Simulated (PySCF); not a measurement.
# One molecule, a ladder of functionals, a line

Molecule: Me3Si(SMe) (S(C)[Si](C)(C)C, C$_{4}$H$_{12}$SSi).

Geometry:
```json
{"atom": "C1", "x (Å)": "2.640", "y (Å)": "0.035", "z (Å)": "0.053"}
{"atom": "S2", "x (Å)": "1.393", "y (Å)": "0.415", "z (Å)": "1.325"}
{"atom": "Si3", "x (Å)": "-0.435", "y (Å)": "0.069", "z (Å)": "0.231"}
{"atom": "C4", "x (Å)": "-0.486", "y (Å)": "-1.701", "z (Å)": "-0.399"}
{"atom": "C5", "x (Å)": "-1.796", "y (Å)": "0.380", "z (Å)": "1.483"}
{"atom": "C6", "x (Å)": "-0.564", "y (Å)": "1.264", "z (Å)": "-1.214"}
{"atom": "H7", "x (Å)": "2.588", "y (Å)": "-1.016", "z (Å)": "-0.265"}
{"atom": "H8", "x (Å)": "2.539", "y (Å)": "0.691", "z (Å)": "-0.823"}
{"atom": "H9", "x (Å)": "3.625", "y (Å)": "0.213", "z (Å)": "0.507"}
{"atom": "H10", "x (Å)": "-1.435", "y (Å)": "-1.898", "z (Å)": "-0.925"}
{"atom": "H11", "x (Å)": "-0.397", "y (Å)": "-2.414", "z (Å)": "0.434"}
{"atom": "H12", "x (Å)": "0.333", "y (Å)": "-1.900", "z (Å)": "-1.109"}
{"atom": "H13", "x (Å)": "-2.786", "y (Å)": "0.242", "z (Å)": "1.020"}
{"atom": "H14", "x (Å)": "-1.714", "y (Å)": "-0.314", "z (Å)": "2.333"}
{"atom": "H15", "x (Å)": "-1.741", "y (Å)": "1.408", "z (Å)": "1.874"}
{"atom": "H16", "x (Å)": "0.253", "y (Å)": "1.114", "z (Å)": "-1.937"}
{"atom": "H17", "x (Å)": "-0.520", "y (Å)": "2.305", "z (Å)": "-0.860"}
{"atom": "H18", "x (Å)": "-1.515", "y (Å)": "1.120", "z (Å)": "-1.753"}
```

GIAO shieldings (ppm, equivalent atoms averaged) in PySCF 2.14 on the PBE0-D3(BJ)/def2-SVP geometry, basis pcSseg-1, gas phase, non-relativistic:

```csv
functional,exact exchange (%),σ(S2),σ(Si3)
BLYP,0,621.2,300.2
BP86,0,641.9,310.9
PBE,0,643.6,312.2
B3LYP,20,646.9,315.3
PBE0,25,674.0,330.5
mPW1PW91,25,671.4,329.3
HF,100,735.6,376.5
```

(1) Fit each shielding as a line in the percentage of exact exchange.

(2) What does the line predict for BHandHLYP (50 %), and what does the run give?

Results:

(1) σ(S2) = 637.6 + 1.01 x (rms 9.6 ppm); σ(Si3) = 308.2 + 0.69 x (rms 5.0 ppm). The functionals also differ in their semilocal parts, which the line can't hold; Hartree–Fock has no correlation at all.

(2) σ(S2): 688.1 predicted, 680.9 computed; σ(Si3): 342.7 predicted, 337.6 computed ppm.
